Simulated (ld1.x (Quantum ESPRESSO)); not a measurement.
Tm (Z = 69) ultrasoft: all-electron and pseudo phase curves

thulium, ultrasoft, made with ld1.x (Quantum ESPRESSO) 7.5 (Wu–Cohen, scalar-relativistic). Core [Kr] 4d10, reference 4f13 5s2 5p6 5d0 6s1 6p1. Waves: 5s (bound): rcut 1.80, rcutus 2.40 bohr; 6s (bound): rcut 1.80, rcutus 2.40 bohr; 5p (bound): rcut 1.95, rcutus 2.15 bohr; 6p (bound): rcut 1.95, rcutus 2.15 bohr; 5d (bound, empty): rcut 2.60, rcutus 3.20 bohr; 5d channel at 5.1 Ry: rcut 2.60, rcutus 3.20 bohr; 4f (bound): rcut 1.25, rcutus 1.45 bohr; 4f channel at 1.7 Ry: rcut 1.25, rcutus 1.45 bohr. Local part: all-electron potential smoothed inside 1.75 bohr (lloc = -1). Core correction: a·sin(br)/r model core, default radius (core density twice the valence density). Augmentation charge: PSQ, inside the norm-conserving radii.

The phase is arctan(r·u′/u) with u = r·R(r), unwrapped; energies in Ry, scanned from -6 to 5 Ry. A pole is an energy at which the radial function vanishes at the test radius. The pseudo phase is shifted by a multiple of π to meet the all-electron one at the reference energy, and phase errors are pseudo minus all-electron; the curves can meet again beyond the range given. Levels narrower than the energy grid can be missing from the lists of poles. n/a: not evaluated, since a narrow level or a reset projector energy made the automatic matching unsafe.

```tsv
channel	radius (bohr)	reference energy (Ry)	poles, all-electron	poles, pseudo	unbroken range about the reference energy with phases within 0.05 rad	phase error 1 Ry above the reference energy (rad)
s	3.48	-0.35	0.84	0.84	n/a	n/a
p	3.48	-0.13	-2.07, 1.84	-2.07, 1.84	below 3.9	+0.000
d	3.48	-0.14	0.26, 3.70	0.26, 3.72	below 1.3	+0.013
f	3.48	-0.34	-0.33, 2.46	-0.33, 2.46	the whole range	+0.000
```

The ghost test of this file was not conclusive. Its overlap operator is not positive definite in a basis up to 400 Ry (lowest eigenvalue p -0.04), so the file is unfit for use: the generalised eigenproblem breaks down once the basis is large enough, and its test numbers describe a broken file.

Phases in the d channel:

```json
{"E (Ry)": "-6.00", "all-electron": "1.453", "pseudo": "1.453"}
{"E (Ry)": "-5.74", "all-electron": "1.450", "pseudo": "1.450"}
{"E (Ry)": "-5.48", "all-electron": "1.447", "pseudo": "1.447"}
{"E (Ry)": "-5.22", "all-electron": "1.444", "pseudo": "1.444"}
{"E (Ry)": "-4.96", "all-electron": "1.441", "pseudo": "1.441"}
{"E (Ry)": "-4.70", "all-electron": "1.437", "pseudo": "1.437"}
{"E (Ry)": "-4.44", "all-electron": "1.433", "pseudo": "1.433"}
{"E (Ry)": "-4.18", "all-electron": "1.429", "pseudo": "1.429"}
{"E (Ry)": "-3.92", "all-electron": "1.424", "pseudo": "1.424"}
{"E (Ry)": "-3.66", "all-electron": "1.419", "pseudo": "1.419"}
{"E (Ry)": "-3.40", "all-electron": "1.413", "pseudo": "1.413"}
{"E (Ry)": "-3.14", "all-electron": "1.406", "pseudo": "1.406"}
{"E (Ry)": "-2.88", "all-electron": "1.398", "pseudo": "1.399"}
{"E (Ry)": "-2.62", "all-electron": "1.389", "pseudo": "1.390"}
{"E (Ry)": "-2.36", "all-electron": "1.379", "pseudo": "1.380"}
{"E (Ry)": "-2.10", "all-electron": "1.367", "pseudo": "1.367"}
{"E (Ry)": "-1.84", "all-electron": "1.351", "pseudo": "1.352"}
{"E (Ry)": "-1.58", "all-electron": "1.331", "pseudo": "1.332"}
{"E (Ry)": "-1.32", "all-electron": "1.305", "pseudo": "1.306"}
{"E (Ry)": "-1.06", "all-electron": "1.265", "pseudo": "1.267"}
{"E (Ry)": "-0.80", "all-electron": "1.200", "pseudo": "1.201"}
{"E (Ry)": "-0.54", "all-electron": "1.056", "pseudo": "1.058"}
{"E (Ry)": "-0.28", "all-electron": "0.466", "pseudo": "0.468"}
{"E (Ry)": "-0.02", "all-electron": "-1.185", "pseudo": "-1.184"}
{"E (Ry)": "0.24", "all-electron": "-1.559", "pseudo": "-1.556"}
{"E (Ry)": "0.50", "all-electron": "-1.695", "pseudo": "-1.690"}
{"E (Ry)": "0.76", "all-electron": "-1.797", "pseudo": "-1.787"}
{"E (Ry)": "1.02", "all-electron": "-1.917", "pseudo": "-1.898"}
{"E (Ry)": "1.28", "all-electron": "-2.121", "pseudo": "-2.079"}
{"E (Ry)": "1.54", "all-electron": "-2.617", "pseudo": "-2.497"}
{"E (Ry)": "1.80", "all-electron": "-3.619", "pseudo": "-3.456"}
{"E (Ry)": "2.06", "all-electron": "-4.197", "pseudo": "-4.138"}
{"E (Ry)": "2.32", "all-electron": "-4.419", "pseudo": "-4.394"}
{"E (Ry)": "2.58", "all-electron": "-4.528", "pseudo": "-4.515"}
{"E (Ry)": "2.84", "all-electron": "-4.594", "pseudo": "-4.587"}
{"E (Ry)": "3.10", "all-electron": "-4.640", "pseudo": "-4.635"}
{"E (Ry)": "3.36", "all-electron": "-4.675", "pseudo": "-4.672"}
{"E (Ry)": "3.62", "all-electron": "-4.704", "pseudo": "-4.702"}
{"E (Ry)": "3.88", "all-electron": "-4.730", "pseudo": "-4.728"}
{"E (Ry)": "4.14", "all-electron": "-4.754", "pseudo": "-4.753"}
{"E (Ry)": "4.40", "all-electron": "-4.779", "pseudo": "-4.779"}
{"E (Ry)": "4.66", "all-electron": "-4.806", "pseudo": "-4.806"}
{"E (Ry)": "4.92", "all-electron": "-4.839", "pseudo": "-4.839"}
```
